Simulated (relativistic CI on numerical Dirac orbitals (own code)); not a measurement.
V⁵⁺: q coefficients and field-shift factors

Calculated at this level of theory: Dirac-Coulomb-Breit CI, orbitals from a KLI potential per configuration, valence Slater integrals scaled by 0.85, P86 correlation energy added to each configuration, derivatives by finite differences, QED left out (own radial code, finite nucleus).

Configurations in the expansion (outside the closed core [Ne]): 3s2 3p6, 3s2 3p5 3d, 3s 3p6 3d, 3s2 3p5 4s, 3s2 3p5 4p, 3s2 3p5 4d, 3p6 3d2, 3p5 3d3, 3p5 3d2 4s, 3p5 3d2 4p, 3p5 3d2 4d. Double excitations out of closed p, d and f shells are left out; levels of such configurations are missing from the list, as are those of other unlisted configurations, and high levels can miss mixing partners.

With x = (α/α₀)² − 1 an excitation energy changes as ω = ω₀ + qx; K = 2q/ω₀ is the relative enhancement. Terms are leading LS components, so labels can repeat. The field-shift factor is F = δν/δ⟨r²⟩ for the transition from the lowest level.

Lowest level 3s2 3p6 1S_0.

| Level | ω₀ (cm⁻¹) | q (cm⁻¹) | K | F (GHz/fm²) |
| --- | --- | --- | --- | --- |
| 3s2 3p5 3d 3P°_0 | 309353 | 300.1 | 0.00194 | 0.388 |
| 3s2 3p5 3d 3P°_1 | 310577 | 1403 | 0.00903 | 0.388 |
| 3s2 3p5 3d 3P°_2 | 313130 | 3729 | 0.0238 | 0.389 |
| 3s2 3p5 3d 3F°_4 | 322151 | 877.8 | 0.00545 | 0.405 |
| 3s2 3p5 3d 3F°_3 | 324378 | 2566 | 0.0158 | 0.402 |
| 3s2 3p5 3d 3F°_2 | 326684 | 4928 | 0.0302 | 0.399 |
| 3s2 3p5 3d 3D°_3 | 344592 | 1008 | 0.00585 | 0.428 |
| 3s2 3p5 3d 1D°_2 | 345529 | 2999 | 0.0174 | 0.422 |
| 3s2 3p5 3d 3D°_1 | 347122 | 4072 | 0.0235 | 0.422 |
| 3s2 3p5 3d 3D°_2 | 347993 | 5299 | 0.0305 | 0.424 |
| 3s2 3p5 3d 1F°_3 | 349673 | 5746 | 0.0329 | 0.424 |
| 3s2 3p5 3d 1P°_1 | 448434 | 3288 | 0.0147 | 0.502 |
| 3s2 3p5 4s 3P°_2 | 551313 | -3988 | -0.0145 | 2.69 |
| 3s2 3p5 4s 3P°_1 | 554268 | -2696 | -0.00973 | 2.69 |
| 3s2 3p5 4s 3P°_0 | 558953 | 3761 | 0.0135 | 2.69 |
| 3s2 3p5 4s 1P°_1 | 562489 | 2486 | 0.00884 | 2.69 |
| 3s 3p6 3d 3D_1 | 602878 | 10970 | 0.0364 | -6.11 |
| 3s 3p6 3d 3D_2 | 603037 | 10990 | 0.0364 | -6.02 |
| 3s 3p6 3d 3D_3 | 603306 | 11100 | 0.0368 | -5.9 |
| 3s2 3p5 4p 3S_1 | 609477 | -1131 | -0.00371 | 1.25 |
| 3s2 3p5 4p 3D_2 | 617857 | -2417 | -0.00782 | 0.968 |
| 3s2 3p5 4p 3D_3 | 618086 | -869.7 | -0.00281 | 0.809 |
| 3s2 3p5 4p 3D_1 | 620608 | -980.3 | -0.00316 | 1.09 |

At this charge configurations can still be misplaced by up to about 7 % of their energy.
